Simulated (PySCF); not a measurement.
[PySCF 2.14.0 with density-fitted response routines: coordinates at the GFN2-xTB level; NMR shieldings at PBE0/pcSseg-1/GIAO; gas phase; one conformer; equivalent nuclei averaged; non-relativistic Hamiltonian]

δ = σ(ref) − σ, references computed at the same level: TMS for ¹H (σ = 31.72 ppm), ¹³C (σ = 186.93 ppm). Shifts are as computed. Against solution values, carbons near 30 ppm lie about +3 ppm off and those near 130 ppm about +5 ppm. Of 1211 compounds with measured shifts, 218 miss one by over three times the rms of a fit or turn the order of signals round; such compounds aren't used in these exercises. OH and NH positions are gas-phase values without hydrogen bonding to other molecules.

Problem. Order these molecules by the shift of their most shielded carbon, lowest δ first.
A. C=C[C@@H](C)c1cccc2c1C2
B. C#C[C@@]1(C#CC)[C@@H]2CC[C@H]1C2
C. CCC/C=C\N(C)/C=C\F
D. COC(CO)OC

Solution. B (4.8 ppm, propargylic methyl carbon), C (17.3 ppm, methyl carbon), A (22.2 ppm, three-membered-ring carbon), D (56.4 ppm, methyl carbon bonded to O).

Problem. Order these molecules by the shift of their most deshielded carbon-bound hydrogen, lowest δ first.
A. C#C[C@@]1(C#CC)[C@@H]2CC[C@H]1C2
B. COC(CO)OC
C. CCC/C=C\N(C)/C=C\F
D. CC#CCc1ccccc1C

Solution. A (2.47 ppm, hydrogen on an sp3 CH2 in a ring), B (4.20 ppm, hydrogen on an sp3 carbon bearing two oxygens), C (6.20 ppm, hydrogen on a β carbon of an enol-ether or enamine type C=C), D (7.48 ppm, hydrogen on an aromatic CH).

Problem. How many ¹³C and ¹H signals does each give (equivalence by symmetry and fast rotation, but not about amide C–N or C=N bonds)? `C=C[C@@H](C)c1cccc2c1C2`, `CC#CCc1ccccc1C`, `CCC/C=C\N(C)/C=C\F`, `C#C[C@@]1(C#CC)[C@@H]2CC[C@H]1C2`, `COC(CO)OC`

Solution. C=C[C@@H](C)c1cccc2c1C2: 11 C, 10 H; CC#CCc1ccccc1C: 11 C, 7 H; CCC/C=C\N(C)/C=C\F: 8 C, 8 H; C#C[C@@]1(C#CC)[C@@H]2CC[C@H]1C2: 9 C, 7 H; COC(CO)OC: 3 C, 4 H.
